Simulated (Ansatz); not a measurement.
`[OH][Zr]([Cl])([Cl])[Cl]` + CH₃NH₂ → `C[NH][Zr]([Cl])([Cl])[Cl]` + H₂O at 500 K and 1 bar (ligand exchange at a Zr–O bond).

Program: Ansatz. Geometries: PBE0-D4/def2-TZVP. ΔE: electronic, gas phase. CBS: MP2 limit from def2 TZ/QZ plus the TZ coupled-cluster correction, frozen cores. This one scheme is used for every species. Elements past krypton have def2 core potentials. For Zr outer-core shells are correlated without core-valence functions, which leaves a few kJ/mol of doubt a bond. Each species was taken in one conformer, which may not be the lowest.

```tsv
species	CCSD(T)/CBS energy (Eh)	H − E (kJ/mol)	S (J/(mol·K))
`[OH][Zr]([Cl])([Cl])[Cl]`	-1502.40323	89.7	442.9
CH₃NH₂	-95.75281	191.8	270.3
`C[NH][Zr]([Cl])([Cl])[Cl]`	-1521.75679	207.6	508.9
H₂O	-76.37941	73.2	206.3
```

H − E and S are ideal-gas, rigid-rotor, harmonic terms from PBE0-D4/def2-TZVP, for one conformer and one mirror image of each species. 1 Eh = 2625.50 kJ/mol, R = 8.31446 J/(mol·K).

Problem. By hand: ΔE, ΔH, ΔS and ΔG.

Solution. ΔE = (-1521.75679) + (-76.37941) − (-1502.40323) − (-95.75281) = 0.01984 Eh = 52.1 kJ/mol. Δ(H − E) = 207.6 + 73.2 − 89.7 − 191.8 = -0.7, so ΔH = 51.4 kJ/mol. ΔS = 508.9 + 206.3 − 442.9 − 270.3 = 2.0 J/(mol·K). ΔG = 51.4 − 500 × (2.0)/1000 = 50.4 kJ/mol.

Problem. By hand: the equilibrium constant, and the temperature at which ΔG would vanish if ΔH and ΔS stayed fixed.

Solution. log₁₀ K = −ΔG/(RT ln 10) = -5.3. ΔG = 0 at ΔH/ΔS = 25700 K, far beyond where these terms or the molecules hold.

The number of gas molecules stays the same, so ΔS is small and ΔH decides. A doubt of 5 kJ/mol in ΔE shifts log₁₀ K by 0.5 here. Other conformers and mirror images would add mixing entropy, several J/(mol·K) or more a flexible species. Modes under 60 cm⁻¹, often nearly free rotors, make the harmonic entropy too high. These are equilibria of isolated gas molecules and say nothing of rates. Largest T1 diagnostic: 0.016 (customary marks: 0.02 for closed shells, 0.045 for open ones).
